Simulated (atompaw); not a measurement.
**PBE PAW (atompaw) dataset for P (Z = 15), scalar-relativistic all-electron reference.**

| Item | Value |
| --- | --- |
| Element | phosphorus |
| Generator | atompaw 4.2.0.5 |
| Type | PAW |
| Functional | PBE |
| Relativity | scalar-relativistic |
| Frozen core | [Ne] |
| Valence charge | 5 |
| Reference configuration | 3s2 3p3 |
| Partial waves | 3s (bound): rc 1.80 bohr; 3s channel at 3.45 Ry: rc 1.65 bohr; 3p (bound): rc 1.25 bohr; 3p channel at 1.15 Ry: rc 1.80 bohr; 3d channel at 0.1 Ry: rc 1.80 bohr; 3d channel at 2 Ry: rc 1.80 bohr |
| Local potential | bessel scheme, radius 1.35 bohr |
| Core correction | smooth core density matched at 1.20 bohr |
| Augmentation charge | sinc compensation charge, radius 1.65 bohr; PAW radius 1.80 bohr; waves and projectors: custom polynom vanderbiltortho |

All-electron outer shells of the reference configuration (PBE, scalar-relativistic, ld1.x):

| shell | level (eV) | outermost node (bohr) | outermost maximum (bohr) |
| --- | --- | --- | --- |
| 2s | -173.99 | 0.14 | 0.42 |
| 2p | -124.49 | – | 0.36 |
| 3s | -13.97 | 0.65 | 1.58 |
| 3p | -5.51 | 0.64 | 1.83 |

Problem. Does the generator finish with these settings?

Solution. Yes, a potential is produced.

Problem. Estimate the cutoffs (Ry, on a coarse ladder) from which the occupation-weighted sum of valence levels, in a spherical-Bessel basis at the reference potential, stays within 10 and 1 mRy of its value at 400 Ry.

Solution. 21 Ry and 45 Ry.

Problem. Does the potential have ghost states?

Solution. No extra level below or beside the all-electron valence levels (s, p, d, f tested).

Problem. Is the overlap operator S = 1 + Σ q|β⟩⟨β| positive definite (Bessel basis up to 400 Ry)?

Solution. Yes: its lowest eigenvalue is 0.05 (p channel).
